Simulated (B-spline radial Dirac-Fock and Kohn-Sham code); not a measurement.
Level of theory: the Dirac equation of a negative muon with reduced mass in the field of a spherical finite nucleus, with the Uehling potential to all orders; nuclear polarisation, deformation, hyperfine structure, self-energy, higher-order vacuum polarisation, relativistic recoil and electron screening are left out; a B-spline atomic structure program. The nuclear charge is a Fermi distribution (skin thickness 2.3 fm).

Question: A muonic atom of atomic mass 161.93 u emits these computed lines: 2p3/2 → 1s1/2 5065 keV, 3d5/2 → 2p3/2 1828 keV, 4f7/2 → 3d5/2 661.6 keV, 5g9/2 → 4f7/2 304.4 keV. Which element is it, and what rms charge radius was used?

Answer: Thulium (Z = 69, nuclide ¹⁶²Tm); the high transitions hardly feel the nucleus and fix Z. The 2p → 1s line lies 5895 keV below the value for a point nucleus without QED, which for this nuclear model gives a radius near 5.17 fm (5.1713 fm was used).
